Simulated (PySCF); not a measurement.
B3LYP has the VWN-RPA correlation part, as in Gaussian. Excitations are Tamm–Dancoff values on a coarser integration grid. The basis has no diffuse functions, so Rydberg states are missing or too high.

Cartesian coordinates (Å):
```xyz
7

O     -0.4663     1.2074    -0.4741
B      0.0000     0.0000    -0.0265
O     -0.8817    -0.9916     0.3125
O      1.3481    -0.2157     0.0823
H      0.2406     1.8259    -0.6820
H     -1.8000    -0.7292     0.1966
H      1.5594    -1.0967     0.4060
```
Charge 0, spin multiplicity 1.

Problem. Predict the HOMO–LUMO gap, total energy, HOMO, S1–T1 gap (TDA) and T1 excitation (TDA) from B3LYP-D3(BJ)/def2-TZVP in PySCF 2.14.0.

Solution. 
```yaml
HOMO–LUMO gap: 9.21 eV
total_energy: -252.6184 Ha
HOMO: -9.03 eV
S1–T1 gap (TDA): 0.29 eV
T1 excitation (TDA): 7.73 eV
```
